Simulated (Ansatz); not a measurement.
# Worked example: SiH4 + SiH(SH)3 → SiH3(SH) + SiH2(SH)2

Gas-phase species: SiH4 (silane) `[SiH4]`, singlet; SiH(SH)3, singlet; SiH3(SH), singlet; SiH2(SH)2, singlet. The partners trade H for SH; both sit on Si, so the bond types are kept.

Shapes, held fixed at every level: PBE0-D4/def2-TZVP. Flexible molecules stand in one conformer, not always the lowest. Programs: Ansatz 0.2.0. The zero-point and thermal change to 298 K, harmonic and unscaled (PBE0-D4/def2-TZVP), is +1.0 kJ/mol.

At CCSD(T)/CBS estimate; 1 Eh = 2625.50 kJ/mol:

```
  species   energy (Eh)
     SiH4   -291.463062
 SiH(SH)3  -1484.899633
 SiH3(SH)   -689.273356
SiH2(SH)2  -1087.086349
```

Q: Work out ΔH(298 K) of the reaction at this level.

A: 
1. Products less reactants: (-689.273356) + (-1087.086349) − [(-291.463062) + (-1484.899633)] = 0.002990 Eh = +7.9 kJ/mol.
2. With the thermal change: +7.9 + (+1.0) = +8.9 kJ/mol.

Other levels give -0.5 (HF/def2-SVP) to +12.6 kJ/mol (SPW92/def2-TZVPP). No measured value is set beside it here. The CBS estimate extrapolates MP2 from def2-TZVPP and def2-QZVPP and adds CCSD(T) − MP2 in the triple-zeta set, cores frozen.
